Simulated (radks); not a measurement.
Species: neutral vanadium. Configuration: [Ar] 3d4 6f1 (not the ground configuration).

All-electron calculation, scalar-relativistic Kohn-Sham, PBEsol, spin-polarised, spherical densities, finite nucleus; open shells are filled with parallel spins first; Fermi nuclear charge, rms radius 3.6002 fm. Program: a radial shooting solver on a logarithmic mesh with Libxc functionals.

Energy parts (eV):
part                      energy
total                 -25792.329
kinetic                26028.021
electron-nucleus      -61382.980
Hartree                10767.252
exchange-correlation   -1204.622

Orbitals (lengths in bohr, moments of r in powers of bohr; r(max) is where P^2 peaks):
\begin{tabular}{lrrr}
orbital & occ. & eigenvalue (eV) & r(max) \\ \hline
1s up & 1 & -5359.783 & 0.04353 \\
1s down & 1 & -5359.807 & 0.04353 \\
2s up & 1 & -602.9989 & 0.2558 \\
2s down & 1 & -601.8485 & 0.2557 \\
2p up & 3 & -503.8512 & 0.2081 \\
2p down & 3 & -502.9713 & 0.2080 \\
3s up & 1 & -72.9904 & 0.8223 \\
3s down & 1 & -69.6584 & 0.8223 \\
3p up & 3 & -47.1117 & 0.8497 \\
3p down & 3 & -43.7801 & 0.8496 \\
3d up & 4 & -9.0058 & 0.9201 \\
6f up & 1 & -0.3054 & 50.56 \\
\end{tabular}

The highest occupied level is 6f up at -0.305 eV. The electron density at the nucleus is 9916 e/bohr^3 (large components only). Spin moment in Bohr magnetons: 5. The spin density at the nucleus is -0.987 e/bohr^3 (1s -0.005, 2s -1.171, 3s 0.189).

Empty levels of this run are not shown, since the potential may be unsettled where no density lies.
